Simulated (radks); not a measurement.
Question: The cadmium ion Cd2+, configuration [Kr] 4d9 5s1 (not the ground configuration). Method: scalar-relativistic Kohn-Sham, PBE, spin-polarised, spherical densities, finite nucleus; open shells are filled with parallel spins first (spin-orbit coupling, left out, can overturn this in heavy ions); Fermi nuclear charge, rms radius 4.6087 fm; computed with a radial shooting solver on a logarithmic mesh with Libxc functionals. Some entries of the table are withheld. Estimate them.

orbital,occ.,eigenvalue (eV),<1/r> (bohr^-1),<r^2> (bohr^2)
1s up,1,-26549.03,50.64,0.001250
1s down,1,-26549.00,50.64,0.001250
2s up,1,-3962.788,11.52,0.02043
2s down,1,-3962.560,11.52,0.02043
2p up,3,-3558.387,11.11,0.01611
2p down,3,-3558.207,11.11,0.01611
3s up,1,-758.6819,4.063,0.1468
3s down,1,-758.5453,4.063,0.1468
3p up,3,-626.0240,3.870,0.1480
3p down,3,-625.8711,3.870,0.1480
3d up,5,-418.4420,3.642,0.1333
3d down,5,-418.2236,3.642,0.1332
4s up,1,-130.5262,1.577,0.8696
4s down,1,-129.6518,1.578,0.8679
4p up,3,-91.4019,1.424,1.041
4p down,3,-90.4813,1.426,1.038
4d up,5,-35.2382,1.097,(1)
4d down,4,-34.1674,1.102,(2)
5s up,1,-23.7007,0.5390,6.397
5s down,0,-22.3636,0.5364,6.452

Answer: 
(1) 4d up <r^2> (bohr^2): 1.762
(2) 4d down <r^2> (bohr^2): 1.746
